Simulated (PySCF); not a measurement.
Which orbitals make which state

Species: C5H7F3O.
InChI=1S/C5H7F3O/c1-2-4(5(7)8)9-3-6/h2,4-5H,1,3H2/t4-/m0/s1

The calculation used TDDFT CAM-B3LYP/def2-SVPD, vertical, gas phase, core orbitals frozen in the response in PySCF. The structure is a single GFN2-xTB conformer in the gas phase; no vibrational or solvent corrections. Torsions of this conformer, `[CH2:1]=[CH:2][C@H:3]([O:4][CH2:5][F:6])[CH:7]([F:8])[F:9]`: C1–C2–C3–O4 -133°, C2–C3–O4–C5 69°, C3–O4–C5–F6 -73°, C2–C3–C7–F8 -79°.

Orbital energies (eV): HOMO-3 -11.71, HOMO-2 -11.07, HOMO-1 -10.55, HOMO -9.44, LUMO 0.84, LUMO+1 1.29, LUMO+2 1.75.

Task: Among the lowest singlets, which states do these configurations lead, and at what energies: HOMO-1→LUMO, HOMO→LUMO?

Result: 

```csv
state,leading configuration,weight,Δε (eV),E (eV),E − Δε (eV),f,other configurations
S1,HOMO→LUMO,0.92,10.28,7.46,-2.82,0.311,–
S2,HOMO-1→LUMO,0.72,11.39,7.74,-3.66,0.012,H-2→L (9%)
```

E − Δε runs from -3.66 to -2.82 eV. Among themselves, these states come in the order of their orbital differences. Δε is the difference of the two orbital energies.

H and L stand for HOMO and LUMO. The other states: S3 7.97 eV, f 0.122, H→L+1 (55%), H→L+2 (29%); S4 8.13 eV, f 0.016, H→L+2 (49%), H→L+4 (17%), H→L+1 (13%); S5 8.64 eV, f 0.0072, H-1→L+1 (26%), H-2→L (26%), H→L+3 (15%); S6 8.67 eV, f 0.038, H-2→L (36%), H-1→L+1 (18%), H-1→L (16%); S7 8.78 eV, f 0.020, H-1→L+1 (32%), H→L+3 (22%), H→L+1 (10%); S8 8.92 eV, f 0.017, H→L+4 (46%), H→L+3 (16%).

Task: Which computed triplets share their leading configuration (75% or more) with a singlet, and how far apart are the partners?

Result: 

```
configuration  triplet  E(T) (eV)  singlet  E(S) (eV)  E(S) − E(T) (eV)
    HOMO→LUMO       T1       4.47       S1       7.46             +3.00
```

The 3 triplets are Tamm–Dancoff values, the singlets full response.

Summed over the main configurations (up to three a state, each over 8%) of all 8 singlets, the electron leaves HOMO with weight 3.64, HOMO-1 with weight 1.64 and HOMO-2 with weight 0.71.

The run took 2.2 min wall on Arm Neoverse N1, one thread, no GPU, shared host with 64 logical CPUs at a one-minute load of 59, and the process peaked at 1.2 GiB of memory.
